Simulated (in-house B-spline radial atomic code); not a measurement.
# LC-wPBE excitations of Si4+

Method: LC-wPBE. Computed with an all-electron radial atomic-structure program (B-spline basis): linear response of the closed shell [He] 2s2 2p6 with the functional's adiabatic kernel; non-relativistic, point nucleus, no spin-orbit coupling, no double excitations, S, P, D and F terms only. Only terms of natural parity with L up to 3 were computed.

Command:
```bash
python run_td.py task.json out
```
Settings (radii: box in bohr, nucleus in fm):
```
Z                        14
electrons                10
configuration            [He] 2s2 2p6
hamiltonian              nr
method                   lc_wpbe
box_radius               19.1
intervals                51
```

Cost of the run: 0.2 s on 1 thread of Intel(R) Xeon(R) 6975P-C (Granite Rapids), with other jobs on the host.

The lowest states, in the order of their Tamm-Dancoff energies; the method's threshold (minus the highest occupied level) is 154.49 eV. Labels give the largest channel, * marks a mixed state, and oscillator strengths are full-response dipole values. Semilocal kernels can invert the small singlet-triplet splittings of Rydberg terms. Energies in eV:

| state | full response | Tamm-Dancoff | oscillator strength |
| --- | --- | --- | --- |
| 2p → 3s 3P | 97.34 | 97.35 | - |
| 2p → 3s 1P | 98.28 | 98.30 | 0.19 |
| 2p → 3p 3S | 105.86 | 105.88 | - |
| 2p → 3p 3D | 106.48 | 106.49 | - |
| 2p → 3p 1D | 107.16 | 107.16 | - |
| 2p → 3p 1S | 111.48 | 111.88 | - |
| 2p → 3d 3P | 118.40 | 118.40 | - |
| 2p → 3d 3F | 118.51 | 118.51 | - |
| 2p → 3d 1F | ? | ? | - |
| 2p → 3d 1P | 120.03 | 120.09 | 0.796 |
| 2p → 4s 3P | ? | ? | - |
| 2p → 4s 1P | 125.88 | 125.89 | 0.039 |
| 2p → 4p 3S | 128.68 | 128.69 | - |
| 2p → 4p 3D | 128.92 | 128.92 | - |
| 2p → 4p 1D | 129.16 | 129.16 | - |
| 2p → 4p 1S | 130.65 | 130.80 | - |

**Question.** Where does 2p → 4s 3P lie?

**Answer.** At 125.59 eV in full response, 125.60 eV in Tamm-Dancoff.

**Question.** Where does 2p → 3d 1F lie?

**Answer.** At 118.82 eV in full response, 118.82 eV in Tamm-Dancoff.

**Question.** How large is the singlet-triplet splitting of 2p → 3s (P terms) in Tamm-Dancoff?

**Answer.** 0.957 eV, from the unrounded values.

**Question.** What polarisabilities and dispersion coefficient does the method give?

**Answer.** Dipole 0.1715 bohr³, quadrupole 0.1136 bohr⁵, C6 0.1282 hartree·bohr⁶ for two such species.
